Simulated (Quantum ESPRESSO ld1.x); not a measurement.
Results of a calculation; reference values are marked as such.
All-electron atom: C3+ in [He] 2s1. Level of theory: Dirac Kohn-Sham, revPBE, spin-unpolarised, spherical densities, point nucleus (ld1.x of Quantum ESPRESSO 7.5).

Normalised radial functions P(r) = r R(r) (large component), r in bohr:

```
   r/bohr * 1s1/2, o 2s1/2 (the largest magnitude, 1.73, reaches the edge; | marks zero, & curves that meet)
  0.02049                             | o     *
  0.02503                             |  o     *
  0.03033                             |  o       *
  0.03704                             |   o        *
  0.04524                             |   o          *
  0.05526                             |    o           *
  0.06749                             |    o              *
  0.08178                             |     o               *
  0.09988                             |     o                 *
    0.122                             |      o                  *
    0.149                             |      o                   *
    0.182                             |     o                    *
   0.2223                             |    o                    *
   0.2693                             |   o                   *
    0.329                             | o                  *
   0.4018                            o|                *
   0.4908                        o    |            *
   0.5994                     o       |        *
   0.7322                  o          |    *
   0.8871               o             |  *
    1.084              o              |*
    1.323               o             *
    1.616                  o          *
    1.974                     o       *
    2.411                        o    *
    2.922                           o *
    3.569                            o*
    4.359                             &
```

1s1/2: eigenvalue -332.14 eV, 0 radial nodes, <r> = 0.269 bohr, 90 % of the charge inside 0.482 bohr. 2s1/2: eigenvalue -56.101 eV, 1 radial node at r = 0.370 bohr, <r> = 1.28 bohr, 90 % of the charge inside 1.97 bohr.
